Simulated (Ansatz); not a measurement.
A run for Ansatz (a quantum-chemistry and plane-wave program): R-wB97M-V/def2-TZVPP on BFH2S2 (SMILES FB(S)S), a point of a torsion scan.

Ansatz 0.2 input:
```yaml
crystal:
  periodic: [false, false, false]
  atoms:
    - {symbol: F, position_ang: [-0.89456406, -1.77302980, 0.24283982]}
    - {symbol: B, position_ang: [-0.33701726, -0.60783186, -0.02366448]}
    - {symbol: S, position_ang: [1.41401408, -0.62758398, -0.45778532]}
    - {symbol: S, position_ang: [-1.40275636, 0.84397884, 0.08308690]}
    - {symbol: H, position_ang: [1.58473777, 0.67824288, -0.64314227]}
    - {symbol: H, position_ang: [-0.50535956, 1.77017443, -0.24165555]}
basis:
  gaussian:
    orbitals: def2-TZVPP
hamiltonian:
  xc: {name: wB97M-V}
scf: {lower_state_search: off}
```

The log:

```
WARN ansatz: RAYON_NUM_THREADS=1 ignored (pool sized by the plan → 1); use --threads N
Functional definition: wB97M-V
these checks for a lower state are left out or cut short: stability, starts, cluster_reference, orbital_swaps, neighbouring_geometries, increment
integrals: 0.13 GiB planned
1025 factors; their error is unknown
integrals: 0.16 GiB planned
204 factors; integrals over basis functions are off by at most 7.9e-6 eV
mean field: 0.95 GiB planned
mean field evaluation 1: about -25097.9714 eV, gradient 3.0e1 eV
mean field evaluation 2: about -25098.3257 eV, gradient 3.2e1 eV
mean field evaluation 4: about -25099.6664 eV, gradient 1.2e0 eV
mean field evaluation 8: about -25099.6849 eV, gradient 1.3e-1 eV
mean field evaluation 16: about -25099.6849 eV, gradient 4.7e-6 eV
mean field -25099.68491581 eV, -922.3964074785 hartree, gradient 4.8e-6 eV, S^2 0.000000; 0 other end points of the search recorded, 0 dependent functions left out
reference -25099.68495593 eV, -922.3964089527 hartree; 24, 24 occupied and 150, 150 virtual orbitals, 1025 factors
Total energy: -25099.68495593 eV, -922.3964089527 hartree
Checks for a lower state left out: stability, starts, cluster_reference, orbital_swaps, neighbouring_geometries, increment
```

The run converged.

Cost: roughly 5 core-seconds.
